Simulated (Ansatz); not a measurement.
This Ansatz (an electronic-structure program) input (PBE/6-311+G**) gives -189.62303 Eh with 78 basis functions. A basis named .json is the Basis Set Exchange file of that set (core-valence sets with the plain set on hydrogen).

Ansatz 0.2 input:
```yaml
crystal:
  periodic: [false, false, false]
  atoms:
    - {symbol: C, position_ang: [-0.01339920, 0.11139167, -0.16022262]}
    - {symbol: O, position_ang: [-0.32920301, 1.03750887, -0.78254564]}
    - {symbol: O, position_ang: [0.30270990, -0.81381797, 0.46326680]}
    - {symbol: H, position_ang: [-0.73305950, -1.37736727, -2.70643135]}
    - {symbol: H, position_ang: [-0.53038997, -1.97220017, -2.30717024]}
basis:
  gaussian:
    orbitals: 6-311+G__.json
hamiltonian:
  xc: {name: PBE}
magnetization: {spin_polarized: false}
```

Change:
```diff
- orbitals: 6-311+G__.json
+ orbitals: aug-cc-pVQZ
```

**Question.** What does the run give now?

**Answer.** -189.65392 Eh (PBE/aug-cc-pVQZ, 332 functions), a change of -30.89 mEh.
